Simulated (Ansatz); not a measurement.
Consider the redistribution: `O=CCB(F)F` + `C=C[SiH2]O` → `C=CB(F)F` + `O=CC[SiH2]O`.

Isolated molecules relaxed with PBE0-D4/def2-TZVP in Ansatz; ΔE leaves out vibrations. CBS: MP2 limit from def2 TZ/QZ plus the TZ coupled-cluster correction, frozen cores. Functionals use def2-TZVPP. B3LYP here is the variant with VWN-RPA as its local correlation; programs differ in this. Each species was taken in one conformer, which may not be the lowest.

```json
{"level": "PBE-D4", "ΔE (kJ/mol)": "-27.3", "difference from CCSD(T)/CBS": "-1.5"}
{"level": "r2SCAN-D4", "ΔE (kJ/mol)": "-28.9", "difference from CCSD(T)/CBS": "-3.1"}
{"level": "PBE0-D4", "ΔE (kJ/mol)": "-27.1", "difference from CCSD(T)/CBS": "-1.3"}
{"level": "B3LYP-D4", "ΔE (kJ/mol)": "-27.4", "difference from CCSD(T)/CBS": "-1.6"}
{"level": "ωB97X-V", "ΔE (kJ/mol)": "-25.8", "difference from CCSD(T)/CBS": "0.0"}
{"level": "ωB97M-V", "ΔE (kJ/mol)": "-26.7", "difference from CCSD(T)/CBS": "-0.9"}
{"level": "B2PLYP", "ΔE (kJ/mol)": "-25.9", "difference from CCSD(T)/CBS": "-0.1"}
{"level": "PBE", "ΔE (kJ/mol)": "-26.0", "difference from CCSD(T)/CBS": "-0.2"}
{"level": "r2SCAN", "ΔE (kJ/mol)": "-28.7", "difference from CCSD(T)/CBS": "-2.9"}
{"level": "PBE0", "ΔE (kJ/mol)": "-26.1", "difference from CCSD(T)/CBS": "-0.3"}
{"level": "B3LYP", "ΔE (kJ/mol)": "-25.2", "difference from CCSD(T)/CBS": "0.6"}
{"level": "HF/def2-TZVPP", "ΔE (kJ/mol)": "-21.8", "difference from CCSD(T)/CBS": "4.0"}
{"level": "MP2/def2-TZVPP", "ΔE (kJ/mol)": "-26.5", "difference from CCSD(T)/CBS": "-0.7"}
{"level": "SCS-MP2/def2-TZVPP", "ΔE (kJ/mol)": "-24.2", "difference from CCSD(T)/CBS": "1.6"}
{"level": "CCSD/def2-TZVPP", "ΔE (kJ/mol)": "-23.8", "difference from CCSD(T)/CBS": "2.0"}
{"level": "CCSD(T)/def2-TZVPP", "ΔE (kJ/mol)": "-25.4", "difference from CCSD(T)/CBS": "0.4"}
{"level": "HF/def2-QZVPP", "ΔE (kJ/mol)": "-21.5", "difference from CCSD(T)/CBS": "4.3"}
{"level": "MP2/def2-QZVPP", "ΔE (kJ/mol)": "-26.6", "difference from CCSD(T)/CBS": "-0.8"}
{"level": "SCS-MP2/def2-QZVPP", "ΔE (kJ/mol)": "-24.2", "difference from CCSD(T)/CBS": "1.6"}
{"level": "HF/CBS(def2)", "ΔE (kJ/mol)": "-21.5", "difference from CCSD(T)/CBS": "4.3"}
{"level": "MP2/CBS(def2)", "ΔE (kJ/mol)": "-26.9", "difference from CCSD(T)/CBS": "-1.1"}
{"level": "CCSD/CBS(def2)", "ΔE (kJ/mol)": "-24.2", "difference from CCSD(T)/CBS": "1.6"}
{"level": "CCSD(T)/CBS", "ΔE (kJ/mol)": "-25.8", "difference from CCSD(T)/CBS": "0"}
```

Largest T1 diagnostic among the species: 0.014.

In def2-TZVPP, CCSD(T) changes the Hartree–Fock value by −3.6 kJ/mol (the triples alone add −1.6 kJ/mol) and MP2 by −4.6 kJ/mol.
